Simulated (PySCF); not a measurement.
Diatomics of Co with the chalcogens

PBE with triple-zeta basis sets in PySCF, for the lowest determinant that a PBE0 search found; no spin–orbit coupling. De refers to high-spin ground-configuration atoms. A positive dipole means M(−)Co(+).

```
 M         basis  state (unpaired electrons)  Re (Å)  ωe (cm⁻¹)  De (eV)  μ (D)
 O    def2-TZVPP         quartet (π ↑↑, δ ↑)   1.629        869      n/a   3.84
 S    def2-TZVPP         quartet (π ↑↑, δ ↑)   1.980        518      n/a   3.70
Se  x2c-TZVPPall         quartet (π ↑↑, δ ↑)   2.098        383      n/a   3.26
```

The shortest bond is that of CoO (1.629 Å), the longest that of CoSe (2.098 Å).

The rows differ in basis set, which adds steps of its own.

Relativity is treated differently too: O no relativity; S no relativity; Se spin-free X2C.

De is n/a where a free atom or ion gave no sound limit at this level.

Down a group bonds as a rule get longer and wavenumbers fall, partly through the reduced mass; this series shows no clear exception.

De is left out where the level can put another filling of the metal’s s and d shells below the measured ground configuration, by anything from nothing to about 1 eV. Spin–orbit coupling is left out. The state is the lowest single determinant that the PBE0 search found; with open d or f shells the true ground state can be another one.
